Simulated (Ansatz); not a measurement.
Geometry optimisation, RKS B3LYP-D4/def2-SVP in Ansatz 0.2.0.

Input:

```yaml
crystal:
  periodic: [false, false, false]
  atoms:
    - { symbol: C, position_ang: [-2.6474, 0.7432, -0.4921] }
    - { symbol: O, position_ang: [-1.5481, 0.0094, -0.8185] }
    - { symbol: C, position_ang: [-0.3829, 0.0923, -0.1076] }
    - { symbol: "N", position_ang: [-0.1723, 0.9077, 0.9149] }
    - { symbol: B, position_ang: [0.8475, -0.8305, -0.5663] }
    - { symbol: Si, position_ang: [2.5744, -0.8339, 0.3464] }
    - { symbol: F, position_ang: [2.3962, -1.3282, 1.9548] }
    - { symbol: H, position_ang: [-3.4674, 0.5614, -1.228] }
    - { symbol: H, position_ang: [-2.4549, 1.8872, -0.5412] }
    - { symbol: H, position_ang: [-3.0416, 0.5551, 0.548] }
    - { symbol: H, position_ang: [0.6124, 0.9926, 1.5103] }
    - { symbol: H, position_ang: [0.7154, -1.5233, -1.4656] }
    - { symbol: H, position_ang: [3.4169, -1.7706, -0.3535] }
    - { symbol: H, position_ang: [3.1388, 0.5083, 0.3273] }
basis:
  gaussian: { orbitals: def2-SVP }
hamiltonian:
  xc: b3lyp
  dispersion: d4
relax:
  f_tol: 0.015
  max_steps: 40
output:
  orbitals: {}
```

Launched with:

```bash
$ ansatz run input.yaml --threads 2 --pin off --max-ram 3072MiB --backend cpu --events-out ev --progress --plain --runs-dir out
```

Where does it end, and by what steps?

It converged. The force dipped under the threshold on the way, but the program's further checks kept it going. After 24 steps the energy has fallen by 1.045 eV; F7 moved furthest, 1.43 Å.

```tsv
step	energy less start (eV)	largest force component (eV/Å)	accepted
0	0.0000	4.243	yes
1	-0.6891	1.474	yes
2	-0.8375	1.027	yes
3	-0.8954	0.571	yes
4	-0.9418	0.209	yes
5	-0.9775	0.328	yes
6	-1.0016	0.426	yes
7	-1.0091	0.582	yes
8	-1.0302	0.165	yes
9	-1.0339	0.110	yes
10	-1.0366	0.070	yes
11	-1.0368	0.085	yes
12	-1.0376	0.021	yes
13	-1.0378	0.008	yes
14	-1.0382	0.034	yes
15	-1.0386	0.120	yes
16	-1.0393	0.135	yes
17	-1.0406	0.086	yes
18	-1.0416	0.086	yes
19	-1.0429	0.084	yes
20	-1.0441	0.064	yes
21	-1.0447	0.044	yes
22	-1.0448	0.041	yes
23	-1.0450	0.019	yes
24	-1.0451	0.010	yes
```

```xyz
14
Properties=species:S:1:pos:R:3
C -2.549 0.911 -0.480
O -1.383 0.242 -0.950
C -0.434 -0.049 -0.038
N -0.621 0.213 1.205
B 0.796 -0.838 -0.599
Si 2.619 -0.623 0.227
F 2.457 0.075 1.709
H -3.161 1.119 -1.367
H -2.287 1.848 0.037
H -3.106 0.280 0.231
H 0.224 0.031 1.751
H 0.627 -1.606 -1.513
H 3.344 -1.910 0.431
H 3.461 0.278 -0.616
```

Whether the end is a true minimum wasn't checked by a vibrational analysis.

The run took 4.1 min on 2 threads of Arm Neoverse N1 (shared host), peak memory 0.39 GiB.
